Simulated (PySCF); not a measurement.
Computed shifts of a molecule C3H9AlO, PySCF with PBE/pcSseg-1, GIAO, gas phase, atoms alike by connectivity averaged where their shifts nearly agree, in ppm (number of nuclei): ¹³C: 12.9 (1), 7.4 (1), -12.0 (1). ¹H: 3.47 (1), 1.33 (3), 0.51 (2), -0.17 (3). References: ¹³C against TMS (σ = 182.0 ppm); ¹H against TMS (σ = 31.49 ppm); ¹⁷O against H2O (σ = 334.3 ppm), references at their B3LYP-D3(BJ)/def2-TZVP geometries, non-relativistic. Geometry optimised at r2SCAN-D4/def2-SVP. One conformer was computed; it need not be the lowest.

Problem. Identify the compound among the candidates.
(A) CC(C)[O][AlH2]
(B) CC[O][AlH][CH3]
(C) C[CH2][AlH][O]C
(D) C[CH2][Al]([CH3])[OH]

Solution. D, C[CH2][Al]([CH3])[OH]
